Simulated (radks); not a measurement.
Excited configurations of Sr I: one electron is placed in a higher orbital outside [Kr] 5s1. The ground configuration is [Kr] 5s2. All-electron calculation, scalar-relativistic Kohn-Sham, PBE, spin-polarised, spherical densities, finite nucleus; open shells are filled with parallel spins first (spin-orbit coupling, left out, can overturn this in heavy ions); Fermi nuclear charge, rms radius 4.224 fm. Program: a radial shooting solver on a logarithmic mesh with Libxc functionals. Excitation = E - E(ground); binding = E(ion) - E, where the ion is the core of charge +1; n* = 1/sqrt(2 binding) in atomic units, and the quantum defect is n - n*.

outer orbital  excitation (eV)  binding (eV)     n*  eigenvalue (eV)  <r> (bohr)
4f                       4.711         0.988  3.712           -0.468       16.09
5p                       1.824         3.875  1.874           -2.096       5.462
5d                       4.142         1.557  2.956           -0.788       11.32
6s                       3.471         2.228  2.471           -1.376       10.03
6d                       4.702         0.997  3.694           -0.586       20.54
7s                       4.445         1.254  3.294           -0.795       18.37
7d                       5.020         0.679  4.477           -0.437       32.01

The Delta-SCF ionisation energy is 5.699 eV (NIST Atomic Spectra Database: 5.695 eV, measured). Self-interaction in the functional shifts the binding energies and quantum defects, so they are the method's values and not measured ones.
